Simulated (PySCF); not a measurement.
C4H8OSi (SMILES C=C[SiH](O)C=C), singlet, geometry from GFN2-xTB. Base run: PBE0/6-31G (PySCF).

The PySCF input:
```python
from pyscf import gto, scf, dft, solvent

mol = gto.M(
    atom='''
Si    0.230418   -0.535710   -0.432398
O     0.839305    0.265017   -1.717908
C    -1.509042    0.044888    0.013221
C    -2.168498    1.013117   -0.603349
C     1.351899   -0.328502    1.076012
C     0.957838   -0.060070    2.310818
H     0.241150   -1.906322   -0.938973
H     0.954396    1.211361   -1.708891
H    -2.005429   -0.467021    0.828283
H    -1.735842    1.553644   -1.430943
H    -3.168690    1.311669   -0.325646
H     2.415112   -0.454877    0.900526
H    -0.082816    0.076710    2.556875
H     1.648648    0.038036    3.135397
''',
    basis='6-31g',
    charge=0,
    spin=0,
    verbose=4,
)

mf = dft.RKS(mol)
mf.xc = 'pbe0'
mf.kernel()
```

Each row names what was changed in the base input (with any setting that the change needs).

| change | ΔE vs base (kcal/mol) | dipole (D) | HOMO-LUMO gap (eV) |
|---|---|---|---|
| base | 0.000 | 2.47 | 7.58 |
| model = IEF-PCM; solvent = tetrahydrofuran | -5.85 | 2.96 | 7.58 |
| model = ddCOSMO; solvent = dimethylsulfoxide | -5.20 | 2.98 | 7.59 |
| model = COSMO; solvent = dimethylsulfoxide | -7.21 | 3.08 | 7.58 |
| model = C-PCM; solvent = dimethylsulfoxide | -7.30 | 3.08 | 7.58 |
| model = IEF-PCM; solvent = chloroform | -5.06 | 2.88 | 7.58 |
| model = IEF-PCM; solvent = dimethylsulfoxide; lebedev_order = 41 | -7.23 | 3.08 | 7.58 |
| model = IEF-PCM; solvent = dimethylsulfoxide; vdw_scale = 1.0 | -13.48 | 3.25 | 7.60 |
| model = IEF-PCM; solvent = dimethylsulfoxide; lebedev_order = 11 | -6.79 | 3.05 | 7.58 |
| model = IEF-PCM; solvent = dimethylsulfoxide | -7.19 | 3.08 | 7.58 |
| model = IEF-PCM; solvent = water | -7.30 | 3.09 | 7.58 |
| model = SS(V)PE; solvent = dimethylsulfoxide | -7.10 | 3.05 | 7.58 |

The base is the gas phase, so ΔE is the electrostatic part of solvation at a fixed geometry, without cavity and dispersion terms.
